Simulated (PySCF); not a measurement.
## V²⁺ (vanadium, charge +2): UHF calculation

Configuration: [Ar] 3d2 4p1, one real determinant (an excited configuration). Calculation: PySCF 2.14, in ANO-RCC-VTZP; the spin-free X2C one-electron Hamiltonian (Gaussian nucleus).

* Total energy: -947.053546 hartree
* One-electron energy: -1280.9985 hartree
* Hartree (Coulomb) energy: 377.9495 hartree
* Exchange energy: -44.0046 hartree
* ⟨S²⟩: 3.7527
* ⟨L²⟩: 14.018
* Sum of ⟨r⟩: 15.87 bohr
* Sum of ⟨r²⟩: 25.30 bohr²
* Traceless quadrupole moment −½Σ⟨3z² − r²⟩ along its main axis: -4.72 e·bohr²
* Langevin diamagnetic susceptibility: -20.0 ×10⁻⁶ cm³/mol

```json
{"shell": "1s α", "electrons": "1", "mean orbital energy (eV)": "-5545.3", "spread (eV)": "0", "rms radius, mean of both spins (bohr)": "0.0768"}
{"shell": "1s β", "electrons": "1", "mean orbital energy (eV)": "-5545.3", "spread (eV)": "0", "rms radius, mean of both spins (bohr)": "0.0768"}
{"shell": "2s α", "electrons": "1", "mean orbital energy (eV)": "-683.95", "spread (eV)": "0", "rms radius, mean of both spins (bohr)": "0.332"}
{"shell": "2s β", "electrons": "1", "mean orbital energy (eV)": "-682.62", "spread (eV)": "0", "rms radius, mean of both spins (bohr)": "0.332"}
{"shell": "2p α", "electrons": "3", "mean orbital energy (eV)": "-572.54", "spread (eV)": "0.102", "rms radius, mean of both spins (bohr)": "0.303"}
{"shell": "2p β", "electrons": "3", "mean orbital energy (eV)": "-571.14", "spread (eV)": "0.082", "rms radius, mean of both spins (bohr)": "0.303"}
{"shell": "3s α", "electrons": "1", "mean orbital energy (eV)": "-114.58", "spread (eV)": "0", "rms radius, mean of both spins (bohr)": "1.01"}
{"shell": "3s β", "electrons": "1", "mean orbital energy (eV)": "-110.15", "spread (eV)": "0", "rms radius, mean of both spins (bohr)": "1.01"}
{"shell": "3p α", "electrons": "3", "mean orbital energy (eV)": "-82.085", "spread (eV)": "0.072", "rms radius, mean of both spins (bohr)": "1.08"}
{"shell": "3p β", "electrons": "3", "mean orbital energy (eV)": "-76.670", "spread (eV)": "0.353", "rms radius, mean of both spins (bohr)": "1.08"}
{"shell": "3d α", "electrons": "2", "mean orbital energy (eV)": "-38.159", "spread (eV)": "0.131", "rms radius, mean of both spins (bohr)": "1.33"}
{"shell": "4p α", "electrons": "1", "mean orbital energy (eV)": "-18.018", "spread (eV)": "0", "rms radius, mean of both spins (bohr)": "3.46"}
```

⟨L²⟩ = 14.02 against 20 for a pure G term, so this real determinant mixes terms.

Densities and radii are taken from the X2C orbitals without a picture-change correction, which distorts them close to the nucleus.

Spin-orbit constants ζ (cm⁻¹) from the X2C one-electron operator on these orbitals: bare nucleus, nucleus screened by l(l+1)(2l+1)/3 electrons, and screened by the Breit-Pauli mean field of the electrons.

```json
{"shell": "2p", "bare": "40770", "screened nucleus": "37230", "mean field": "n/a"}
{"shell": "3p", "bare": "4774", "screened nucleus": "4359", "mean field": "n/a"}
{"shell": "3d", "bare": "417.4", "screened nucleus": "235.9", "mean field": "n/a"}
{"shell": "4p", "bare": "369.9", "screened nucleus": "337.7", "mean field": "n/a"}
```

To first order the Landé constant is A = 87.12 cm⁻¹, so the lowest level has J = 5/2 and lies 0.0810 eV below the centre of the term. This holds in LS coupling only.
